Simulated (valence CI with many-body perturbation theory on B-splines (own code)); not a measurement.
**Ne IV: calculated level list**

Level of theory: configuration interaction combined with many-body perturbation theory (CI+MBPT): five valence electrons over a frozen Dirac-Fock core [He], a basis of 9 s, 9 p, 8 d, 6 f, 3 g, 1 h functions for each j, with the one-electron correlation potential Σ1 (screened to all orders), the two-electron term Σ2, the three-electron term Σ3, Breit, model QED; selected single and double excitations, second order for the rest, scaled by the run's own slope (own B-spline code, finite nucleus).

Against 12 measured levels this calculation errs by 131 cm⁻¹ on average and by 211 at most. These come from a selection out of Moore, Atomic Energy Levels, vol. I, NSRDS-NBS 35 (1971 reprint of NBS Circular 467, 1949), an old analysis. Levels without a partner in it may be off by more. Among the levels kept, up to 1300 cm⁻¹ of a level comes from second order outside the variational space, and about a tenth of that is noise between levels of different J, which matters for small intervals.

Levels 1 to 45 of 63, with energies above the lowest level, 2s2 2p3 4S°_3/2. "Leading %" is the weight of the configuration and term that name the level; weights of strongly mixed levels are sums over their largest components and can fall short. Lifetimes count E1, E2, E3, M1 and M2 decay at the calculated energies, and are blank where another channel may lead or the interval is too uncertain; long ones can be off by a factor of two.

```csv
No.,Configuration,Term,J,E (cm⁻¹),Leading %,Lifetime,Second component
1,2s2 2p3,4S°,3/2,0,98,,
2,2s2 2p3,2D°,5/2,41466,98,,
3,2s2 2p3,2D°,3/2,41513,98,179 s,
4,2s2 2p3,2P°,1/2,62737,96,989 ms,
5,2s2 2p3,2P°,3/2,62746,96,473 ms,
6,2s 2p4,4P,5/2,183937,98,569 ps,
7,2s 2p4,4P,3/2,184551,98,562 ps,
8,2s 2p4,4P,1/2,184872,98,559 ps,
9,2s 2p4,2D,5/2,254396,97,211 ps,
10,2s 2p4,2D,3/2,254421,97,210 ps,
11,2s 2p4,2S,1/2,300111,97,104 ps,
12,2s 2p4,2P,3/2,320462,96,44.8 ps,
13,2s 2p4,2P,1/2,321175,96,44.8 ps,
14,2s2 2p2 3s,4P,1/2,478507,95,149 ps,
15,2s2 2p2 3s,4P,3/2,478896,95,149 ps,
16,2s2 2p2 3s,4P,5/2,479478,95,149 ps,
17,2p5,2P°,3/2,485222,92,89.0 ps,
18,2p5,2P°,1/2,486180,92,88.7 ps,
19,2s2 2p2 3s,2P,1/2,488386,95,53.5 ps,
20,2s2 2p2 3s,2P,3/2,489092,95,53.6 ps,
21,2s2 2p2 3s,2D,5/2,511749,95,83.6 ps,
22,2s2 2p2 3s,2D,3/2,511755,95,83.6 ps,
23,2s2 2p2 3p,2S°,1/2,515250,95,11.6 ns,
24,2s2 2p2 3p,4D°,1/2,520846,95,3.98 ns,
25,2s2 2p2 3p,4D°,3/2,521064,95,3.97 ns,
26,2s2 2p2 3p,4D°,5/2,521413,95,3.96 ns,
27,2s2 2p2 3p,4D°,7/2,521886,95,3.97 ns,
28,2s2 2p2 3p,4P°,1/2,524332,95,1.45 ns,
29,2s2 2p2 3p,4P°,3/2,524505,95,1.44 ns,
30,2s2 2p2 3p,4P°,5/2,524851,95,1.44 ns,
31,2s2 2p2 3p,2D°,3/2,530539,95,3.84 ns,
32,2s2 2p2 3p,2D°,5/2,531247,95,3.81 ns,
33,2s2 2p2 3p,4S°,3/2,532767,89,535 ps,6 % 2s 2p3 3s 4S°
34,2s2 2p2 3p,2P°,1/2,536634,95,1.53 ns,
35,2s2 2p2 3p,2P°,3/2,536756,95,1.53 ns,
36,2s2 2p2 3s,2S,1/2,545873,91,86.4 ps,5 % 2p4 3s 2S
37,2s2 2p2 3p,2F°,5/2,555385,96,2.39 ns,
38,2s2 2p2 3p,2F°,7/2,555518,96,2.37 ns,
39,2s2 2p2 3p,2D°,5/2,561170,94,1.46 ns,
40,2s2 2p2 3p,2D°,3/2,561274,93,1.46 ns,
41,2s2 2p2 3p,2P°,1/2,567039,94,798 ps,
42,2s 2p3 3s,6S°,5/2,567087,98,3.68 μs,
43,2s2 2p2 3p,2P°,3/2,567339,94,794 ps,
44,2s2 2p2 3d,4F,3/2,572748,95,1.84 ns,
45,2s2 2p2 3d,4F,5/2,572949,95,1.79 ns,
```

The ionisation energy to 2s2 2p2 3P_0 of the next ion comes out as 97.174 eV (NIST: 97.19 eV (semi-empirical)). All 63 levels together are meant to be complete up to 596493 cm⁻¹.
